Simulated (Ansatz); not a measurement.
A made-up structure of CH$_{5}$GeN, singlet:

C1  (-0.587, 0.313, -0.519)
N2  (-0.259, 0.556, 0.987)
Ge3  (0.423, -0.742, 0.038)
H4  (-1.647, -0.046, -0.671)
H5  (-0.085, 0.987, -1.251)
H6  (0.445, 1.358, 1.166)
H7  (1.926, -0.445, -0.355)
H8  (-0.216, -1.982, 0.603)
(Å)

It is relaxed with PBE-D4/def2-SVP and then PBE0-D4/def2-TZVP (Ansatz 0.2.0). Atoms count as bonded within 1.22 times the sum of their covalent radii (H–H: 0.88 Å). The end point is not checked to be a true minimum.

Q: Does its bonding change? (Judge from chemistry; the calculation decides.)

A: The calculation gives: No: no bond forms or breaks.

Where it ends: The first stage lowers the energy by 2.98 eV in 9 steps. It ends as CH₅GeN ([CH2]1[NH][GeH2]1):
C1  (-0.667, 0.462, -0.534)
N2  (-0.300, 0.598, 0.888)
Ge3  (0.537, -0.889, 0.099)
H4  (-1.712, 0.216, -0.702)
H5  (-0.276, 1.188, -1.244)
H6  (0.320, 1.386, 1.040)
H7  (2.021, -0.741, -0.226)
H8  (0.078, -2.220, 0.678)
(Å)

Labels in which every atom is bracketed show which atoms are joined, not bond orders.

For scale, one of the runs: PBE0-D4/def2-TZVP relaxation, 140 basis functions, launched by `ansatz run in.yaml --threads 2 --pin off --events-out ev --progress --plain --max-ram 4352MiB`. The run took about 25 s on 2 CPU threads of an Arm Neoverse V1 (shared host).
